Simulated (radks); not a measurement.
Values are calculated unless marked as measured or tabulated.
Species: Er+. Configuration: [Xe] 4f12 6s1. Code: a radial shooting solver on a logarithmic mesh with Libxc functionals. Model: scalar-relativistic Kohn-Sham, BLYP, spin-unpolarised, spherical densities, finite nucleus; Fermi nuclear charge, rms radius 5.2516 fm.

Normalised radial functions P(r) = r R(r), r in bohr:

```
   r/bohr * 5s, o 4f, + 6s (the largest magnitude, 1.11, reaches the edge; | marks zero, & curves that meet)
0.0007373                             &*
0.0009992                             &*
 0.001365                             & *
  0.00185                             o+*
 0.002507                             o+*
 0.003425                             o+ *
 0.004642                             o+ *
 0.006291                             o+  *
 0.008595                             o+  *
  0.01165                             o+  *
  0.01579                             o+ *
  0.02157                             &*
  0.02923                           *+o
  0.03993                        *   +o
  0.05412                       *   + o
  0.07335                        *  + |o
   0.1002                             +* o
   0.1358                             | +  o *
    0.184                             |  +     *o
   0.2514                             &                o
   0.3408                  *      +   |                      o
   0.4618                 *       +   |                          o
   0.6309                             |+ *                      o
   0.8551                             |     +             *o
    1.159                             |     +        o          *
    1.583                            +|         o       *
    2.146                   +         |    o  *
    2.908              +              | *o
    3.973                +            *o
    5.384                      +      &
    7.297                          +  &
    9.968                             &
```

5s: eigenvalue -58.329 eV, 4 radial nodes at r = 0.0246, 0.0976, 0.254, 0.602 bohr, <r> = 1.25 bohr, 90 % of the charge inside 1.81 bohr. 4f: eigenvalue -9.553 eV, 0 radial nodes, <r> = 0.828 bohr, 90 % of the charge inside 1.46 bohr. 6s: eigenvalue -9.116 eV, 5 radial nodes at r = 0.0246, 0.0975, 0.253, 0.588, 1.51 bohr, <r> = 3.61 bohr, 90 % of the charge inside 5.27 bohr.
